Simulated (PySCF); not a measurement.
## Correlation energy of Sc+ (scandium, charge +1)

[Ar] 3d1 4s1, high-spin 3D determinant. All numbers are calculated (PySCF 2.14, the spin-free X2C one-electron Hamiltonian (Gaussian nucleus), in jorge-DZP-DKH (8s6p2d1f, 43 functions)). Frozen: [Ar]; 2 electrons correlated.

Total MP2 correlation energy: -1.92 mhartree.

Same-spin part -1.92 and opposite-spin part 0.00 mhartree; SCS-MP2 scales them by 1/3 and 6/5 to -0.64 mhartree.
